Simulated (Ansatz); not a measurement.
The same ligand exchange along the group F, Cl, Br.

Isolated molecules relaxed with PBE0-D4/def2-TZVP in Ansatz; ΔE leaves out vibrations. CCSD(T)/CBS adds triple-zeta CCSD(T) − MP2 to the extrapolated MP2 energy (def2 sets, frozen cores). This one scheme is used for every species. For Br outer-core shells are correlated without core-valence functions, which leaves a few kJ/mol of doubt a bond. Scalar relativity is left out up to krypton. One conformer a species, not always the lowest.

| reaction | CCSD(T)/CBS(def2) (kcal/mol) |
| --- | --- |
| `FC(F)[SiH3]` + `[NH2][Al]([OH])[SH]` → `[NH2][Al]([SH])[O][SiH3]` + difluoromethane | ? |
| `[SiH3]C(Cl)Cl` + `[NH2][Al]([OH])[SH]` → `[NH2][Al]([SH])[O][SiH3]` + `ClCCl` | -29.0 |
| `[SiH3]C(Br)Br` + `[NH2][Al]([OH])[SH]` → `[NH2][Al]([SH])[O][SiH3]` + `BrCBr` | -27.0 |

Task: Fill in the missing values. (An estimate is asked.)

Result: Computed: `FC(F)[SiH3]` + `[NH2][Al]([OH])[SH]` → `[NH2][Al]([SH])[O][SiH3]` + difluoromethane: -35.1 kcal/mol.

Largest T1 diagnostic: 0.012, for `FC(F)[SiH3]`.
